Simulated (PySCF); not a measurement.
```xyz
4
charge 0 multiplicity 1, angstrom
I    -0.2669    0.0000   -0.2953
O    -1.0050    1.4229    0.4246
O    -1.0050   -1.4229    0.4246
Cl    1.8881    0.0000    0.6831
```

These are results of PBE0/[I def2-TZVP with ECP28, O def2-TZVP, Cl def2-TZVP], scalar-relativistic core potentials, density fitting, no spin–orbit coupling, PySCF, not measurements.

This geometry of IO2Cl is a stationary point at this level.

**Question.** What is the point group?

**Answer.** Cs.

**Question.** Is it a minimum?

**Answer.** Yes: all harmonic wavenumbers are real.

**Question.** List the harmonic modes with their infrared intensities.

**Answer.** 
```json
{"symmetry": "a''", "ω (cm⁻¹)": "178", "IR (km/mol)": "2.0"}
{"symmetry": "a'", "ω (cm⁻¹)": "219", "IR (km/mol)": "9.2"}
{"symmetry": "a'", "ω (cm⁻¹)": "306", "IR (km/mol)": "21.1"}
{"symmetry": "a'", "ω (cm⁻¹)": "347", "IR (km/mol)": "85.7"}
{"symmetry": "a'", "ω (cm⁻¹)": "907", "IR (km/mol)": "38.2"}
{"symmetry": "a''", "ω (cm⁻¹)": "936", "IR (km/mol)": "94.8"}
```

**Question.** What is the atomisation energy, with and without zero-point energy?

**Answer.** 682 kJ/mol without, 665 kJ/mol with.

Only a few start shapes were tried, so a lower isomer may exist.
